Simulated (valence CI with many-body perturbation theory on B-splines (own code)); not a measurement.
## Xe3+: electric-dipole lines

Calculated by relativistic CI+MBPT: five valence electrons over a frozen Dirac-Fock core [Kr] 4d10, radial functions for each j: 9 s, 9 p, 8 d, 6 f, 3 g, 1 h, with the one-electron correlation potential Σ1, the two-electron term Σ2, the three-electron term Σ3, Breit, model QED; selected CI, second order for the rest, scaled by the run's own slope (own B-spline code, finite nucleus).

Against 50 measured levels this calculation errs by 279 cm⁻¹ on average and by 838 at most. These come from a selection out of Saloman, J. Phys. Chem. Ref. Data 33, 765 (2004). Levels without a partner in it may be off by more. Among the levels kept, up to 980 cm⁻¹ of a level comes from second order outside the variational space, and about a tenth of that is noise between levels of different J, which matters for small intervals. 7 measured levels below the end of the list, from 133027 cm⁻¹ on, found no clear computed partner, and computed levels of the same name lie up to 49996 cm⁻¹ from them.

Lines 51 to 100 of 237 in falling wavelength, among levels below 193516 cm⁻¹, chosen from the strongest by gf and those to the six lowest levels. Wavelengths and rates use the calculated energies, so an error of 300 cm⁻¹ moves a line at 177.9 nm by 0.53 % and its rate by three times that or more. Electric multipoles are in the length gauge, E1 and E2 with the static RPA response of the core. Weak lines are less certain than strong ones. Lines between different terms over intervals too small for the method are left out, as are lines whose strength nearly cancels. The highest levels of a list are the least certain.

Names give the largest LS component (configuration and term), which can be under half, so a name can repeat, a term be missing and a line seem to break the LS rules; names also repeat where a configuration has a term twice. Letters in brackets count levels of one name in rising energy.

```csv
λ vac (nm),λ from measured levels,Upper,Lower,A (s⁻¹),log gf,Branch %
177.9,180.2,4f 5s2 5p2 4D°_5/2,5s2 5p2 5d 4F_5/2,6.20e+06,-1.75,1.5
177.6,180.6,4f 5s2 5p2 4F°_3/2,5s2 5p2 5d 4F_5/2,6.53e+07,-0.91,15.8
176.9,,4f 5s2 5p2 2D°_5/2,5s2 5p2 5d 4F_3/2 [a],3.37e+07,-1.02,10.1
173.3,175.4,4f 5s2 5p2 4D°_5/2,5s2 5p2 5d 4F_3/2 [b],3.66e+07,-1.00,8.9
173.2,176.2,4f 5s2 5p2 4G°_7/2,5s 5p4 2D_5/2,1.15e+07,-1.38,3.9
173.0,,5s2 5p2 6p 4D°_3/2,5s2 5p2 5d 4F_3/2 [a],3.63e+07,-1.19,3.9
173.0,175.8,4f 5s2 5p2 4F°_3/2,5s2 5p2 5d 4F_3/2 [b],1.24e+07,-1.65,3.0
169.0,171.8,4f 5s2 5p2 4G°_5/2,5s 5p4 2D_3/2,6.72e+07,-0.76,24.5
167.3,,4f 5s2 5p2 4F°_3/2,5s2 5p2 5d 4F_3/2 [a],1.01e+07,-1.77,2.4
157.2,156.2,5s 5p4 4P_5/2,5s2 5p3 2P°_3/2,4.78e+05,-2.97,0.3
155.7,158.1,4f 5s2 5p2 2D°_5/2,5s 5p4 2D_5/2,1.15e+07,-1.60,3.4
155.7,155.8,5s2 5p2 6p 4D°_1/2,5s 5p4 2D_3/2,1.46e+08,-0.98,16.7
147.6,149.7,4f 5s2 5p2 2D°_5/2,5s 5p4 2D_3/2,3.48e+07,-1.17,10.4
141.1,140.3,5s 5p4 4P_3/2,5s2 5p3 2P°_3/2,3.73e+06,-2.35,1.6
141.1,142.8,4f 5s2 5p2 4D°_5/2,5s 5p4 2D_3/2,6.53e+07,-0.93,15.8
136.6,135.9,5s 5p4 4P_1/2,5s2 5p3 2P°_3/2,3.41e+06,-2.72,1.3
134.5,136.6,4f 5s2 5p2 4G°_5/2,5s 5p4 4P_3/2,1.92e+07,-1.51,7.0
127.5,126.8,5s 5p4 4P_3/2,5s2 5p3 2P°_1/2,1.31e+04,-4.89,0.0
125.9,126.3,5s2 5p2 6p 4D°_1/2,5s 5p4 4P_3/2,3.99e+07,-1.72,4.6
123.8,123.1,5s 5p4 4P_1/2,5s2 5p3 2P°_1/2,1.16e+07,-2.27,4.5
122.6,124.2,4f 5s2 5p2 4G°_5/2,5s 5p4 4P_5/2,3.26e+06,-2.36,1.2
122.3,121.7,5s 5p4 4P_5/2,5s2 5p3 2D°_5/2,1.25e+07,-1.77,6.6
120.6,122.3,4f 5s2 5p2 2D°_5/2,5s 5p4 4P_3/2,6.03e+07,-1.10,18.0
119.5,121.1,4f 5s2 5p2 4G°_7/2,5s 5p4 4P_5/2,9.17e+07,-0.80,31.3
119.3,121.1,4f 5s2 5p2 4F°_3/2,5s 5p4 4P_1/2,2.78e+07,-1.62,6.7
116.3,115.7,5s 5p4 4P_5/2,5s2 5p3 2D°_3/2,1.77e+07,-1.67,9.4
116.2,115.9,5s 5p4 2D_3/2,5s2 5p3 2P°_3/2,2.16e+06,-2.76,0.6
116.2,117.6,4f 5s2 5p2 4D°_5/2,5s 5p4 4P_3/2,1.07e+08,-0.89,25.8
116.1,117.7,4f 5s2 5p2 4F°_3/2,5s 5p4 4P_3/2,4.67e+07,-1.42,11.3
112.4,,4f 5s2 5p2 2G°_7/2,5s 5p4 4P_5/2,4.81e+07,-1.14,19.6
112.4,111.8,5s 5p4 4P_3/2,5s2 5p3 2D°_5/2,1.06e+07,-2.09,4.5
111.7,111.3,5s 5p4 2D_5/2,5s2 5p3 2P°_3/2,5.19e+07,-1.23,20.0
110.9,112.3,4f 5s2 5p2 2D°_5/2,5s 5p4 4P_5/2,8.56e+06,-2.02,2.6
109.6,110.9,4f 5s2 5p2 4D°_7/2,5s 5p4 4P_5/2,2.34e+08,-0.47,63.3
109.4,109.7,5s2 5p2 6p 4D°_3/2,5s 5p4 4P_5/2,7.23e+07,-1.28,7.7
107.3,106.8,5s 5p4 4P_3/2,5s2 5p3 2D°_3/2,1.02e+06,-3.15,0.4
107.2,108.3,4f 5s2 5p2 4D°_5/2,5s 5p4 4P_5/2,9.95e+07,-0.99,24.1
107.1,108.5,4f 5s2 5p2 4F°_3/2,5s 5p4 4P_5/2,6.57e+05,-3.35,0.2
106.8,106.5,5s 5p4 2D_3/2,5s2 5p3 2P°_1/2,1.01e+07,-2.16,2.9
104.6,104.2,5s 5p4 4P_1/2,5s2 5p3 2D°_3/2,3.97e+06,-2.88,1.5
102.9,,5s2 5p2 5d 4F_3/2 [a],5s2 5p3 2P°_3/2,1.01e+07,-2.19,3.2
100.8,100.7,5s2 5p2 5d 4F_3/2 [b],5s2 5p3 2P°_3/2,7.13e+06,-2.36,2.9
100.7,100.3,5s 5p4 4P_5/2,5s2 5p3 4S°_3/2,1.58e+08,-0.84,83.7
99.32,99.16,5s2 5p2 5d 4F_5/2,5s2 5p3 2P°_3/2,4.13e+06,-2.44,0.8
98.96,98.87,5s2 5p2 5d 2P_1/2 [a],5s2 5p3 2P°_3/2,8.16e+06,-2.62,1.6
96.01,95.77,5s 5p4 2D_3/2,5s2 5p3 2D°_5/2,1.50e+07,-2.08,4.3
95.43,,5s2 5p2 5d 4F_3/2 [a],5s2 5p3 2P°_1/2,2.87e+07,-1.80,9.2
94.33,94.18,5s2 5p2 5d 2F_5/2 [a],5s2 5p3 2P°_3/2,1.43e+05,-3.94,0.1
93.83,93.53,5s 5p4 4P_3/2,5s2 5p3 4S°_3/2,2.19e+08,-0.94,93.4
92.87,92.62,5s 5p4 2D_5/2,5s2 5p3 2D°_5/2,1.95e+08,-0.82,75.0
```
